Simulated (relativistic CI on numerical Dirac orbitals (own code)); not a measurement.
**One change at a time: La VIII**

Base calculation: Dirac-Coulomb-Breit CI, separate exchange-only KLI orbitals for each configuration, model QED, unscaled Slater integrals.

Configuration list (outside the closed core [Kr] 4d10): 5s²5p², 5s²5p4f, 5s5p³, 5s²5p5d, 5p⁴, 5s5p²5d, 5s²4f5d, 5s5p²4f, 5s5p4f², 5s²5p5f, 5p³4f, 5s²4f6s, 5s²5p5g, 5s²4f², 5s4f²5d, 5s4f³, 5s²5d², 5s5d³, 5s4f5d², 5p²4f², 5p4f³, 5p4f²5d, 5p4f²5f. Double excitations out of closed p, d and f shells are left out; levels of such configurations are missing from the list, as are those of other unlisted configurations, and high levels can miss mixing partners.

Variants: (1) only the first 3 configurations. Shifts of the energy above 5s²5p² ³P0, in cm⁻¹, for the lowest level and the first level of each name with at least 55 % of one term (blank where a level changes its place among those of its configuration and J or its character, or is not in the variant):

| Level | Base | Δ(1) |
| --- | --- | --- |
| 5s²5p² ³P0 | 0.0 | 0.0 |
| 5s²5p² ³P1 | 18299.9 | -88.4 |
| 5s²5p² ³P2 | 25381.0 | +367.8 |
| 5s²5p² ¹D2 | 49979.9 | +1319.2 |
| 5s²5p² ¹S0 | 71723.0 | +5099.4 |
| 5s²5p4f ³G3 | 123363.9 | -5255.2 |
| 5s²5p4f ³F2 | 127775.8 | -4667.3 |
| 5s5p³ ⁵S°2 | 131412.2 | -10152.5 |
| 5s²5p4f ³G5 | 152865.5 | -4781.5 |
| 5s²5p4f ³D3 | 154144.3 | -4320.9 |
| 5s²5p4f ³D2 | 155290.1 | -4251.1 |
| 5s²5p4f ³D1 | 158660.6 | -4277.4 |
| 5s²5p4f ¹G4 | 162243.6 | -3410.3 |
| 5s5p³ ³D°1 | 167840.3 | +1730.9 |

At this charge configurations can still be misplaced by up to about 7 % of their energy. Levels and lines within the n = 5 or 6 shells can be off by up to 10 % or somewhat more, and those that change n by about 2 %, since core polarisation is missing. Levels that differ in their count of f electrons can be misplaced by several ten thousand cm⁻¹, since the correlation energy of f electrons is missing or only estimated; rates across such gaps can be off by orders of magnitude.

Ionisation energy from the two ground configurations alone: base 104.727 eV. The NIST ASD value (theoretical) is 105 eV.

LS names give the leading component of a level, which can be under half, so a name can repeat, a term be missing and a line seem to break the LS rules.
